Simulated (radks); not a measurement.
Spherical quantum dot in the effective-mass picture: electrons in a hard-walled sphere of radius 4.04, all in effective atomic units (hartree* = m*/eps^2 hartree, bohr* = eps/m* bohr), one dielectric constant everywhere. Calculated with a radial shooting solver with Libxc functionals: non-relativistic Kohn-Sham, LDA (Slater exchange, Perdew-Wang correlation), spin-polarised, spherical densities. Levels are named by radial order and angular momentum (1s, 1p, 1d, 2s, ...), and open shells are averaged over m.

N = 24, configuration 1s2 1p6 1d10 1f(up 6, down 0). This is the lowest configuration that the search found. Occupied and some empty levels:

| level | occupation | eigenvalue (hartree*) | <r> (bohr*) |
|---|---|---|---|
| 1s up | 1 | 7.7440 | 2.776 |
| 1s down | 1 | 7.8030 | 2.757 |
| 1p up | 3 | 7.8961 | 2.866 |
| 1p down | 3 | 7.9582 | 2.856 |
| 1d up | 5 | 8.1640 | 2.947 |
| 1d down | 5 | 8.2285 | 2.942 |
| 1f up | 6 | 8.5339 | 3.017 |
| 1f down | 0 | 8.6000 | 3.014 |
| 2s up | 0 | 8.8821 | 1.803 |
| 2s down | 0 | 8.9033 | 1.801 |
| 1g up | 0 | 8.9974 | 3.077 |
| 1g down | 0 | 9.0646 | 3.075 |
| 2p up | 0 | 9.4000 | 2.114 |
| 2p down | 0 | 9.4294 | 2.109 |
| 2d up | 0 | 10.020 | 2.310 |
| 2d down | 0 | 10.056 | 2.305 |

Energy (hartree*): total 108.444, kinetic 27.632, external 0, Hartree 90.963, exchange-correlation -10.151.
